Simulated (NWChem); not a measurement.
# C2H2BClO; SMILES C(B(O)Cl)#C

```xyz
7

B     -0.3868    -0.0481     0.0000
C      0.2186     1.3602     0.0000
C      0.6802     2.4859     0.0000
H      1.0999     3.4766     0.0000
Cl     0.6692    -1.4552     0.0000
O     -1.7142    -0.2659     0.0000
H     -2.2216     0.5537     0.0000
```
Atoms are numbered in this order, from 1.

Computed with NWChem. Coordinates come from a PBE0/def2-SVP optimisation.

Among these, which level gives the highest value of “dipole (D)”?
A) PBE0/def2-SVP
B) PBE0/pcseg-2
C) PBE0/STO-3G
D) PBE0/pcseg-1

C, PBE0/STO-3G. Values: PBE0/def2-SVP 2.96; PBE0/pcseg-2 2.96; PBE0/pcseg-1 3.29; PBE0/STO-3G 3.55
